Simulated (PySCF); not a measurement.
C$_{2}$H$_{7}$NZn (SMILES C[N](C)[ZnH]), singlet, geometry from GFN2-xTB (such geometries of metal compounds can be far from the true shape). Base run: B3LYP/6-31G, polarisability run with PySCF.

PySCF was given this input:
```python
from pyscf import gto, scf, dft
from pyscf.prop import polarizability

mol = gto.M(
    atom='''
Zn   -1.04914994    0.13438380   -0.19830013
H    -2.52790349    0.25584821   -0.32130463
N     0.71868857   -0.10595567    0.18595447
C     1.61105595    0.93237640    0.65148158
C     1.45978480   -1.31039319   -0.11662270
H     2.13509780    0.61345389    1.56415546
H     2.37650511    1.17626409   -0.10109057
H     1.04963373    1.83982337    0.87849265
H     2.21847117   -1.13491722   -0.89473311
H     1.98299652   -1.67915568    0.77748412
H     0.78383304   -2.09304048   -0.46483467
''',
    basis='6-31g',
    verbose=4,
)

mf = dft.RKS(mol)
mf.xc = 'b3lyp'
mf.kernel()
alpha = mf.Polarizability().polarizability()[2, 2]
print('alpha_zz =', alpha)
```

Problem. The base was run again with changes. Order these runs by alpha_zz (bohr³), lowest first: functional = lda,vwn | functional = pbe0 | basis = def2-SVP | functional = camb3lyp | functional = hf | functional = pbe.

Solution. functional = hf (alpha_zz (bohr³) 39.30), basis = def2-SVP (alpha_zz (bohr³) 39.70), functional = camb3lyp (alpha_zz (bohr³) 42.65), functional = pbe0 (alpha_zz (bohr³) 43.72), functional = pbe (alpha_zz (bohr³) 46.45), functional = lda,vwn (alpha_zz (bohr³) 46.79)

Finite-field rows take the second difference of the energy in a field along z; a small field with loose convergence shows SCF noise divided by the square of the field, and a large one adds hyperpolarisability.
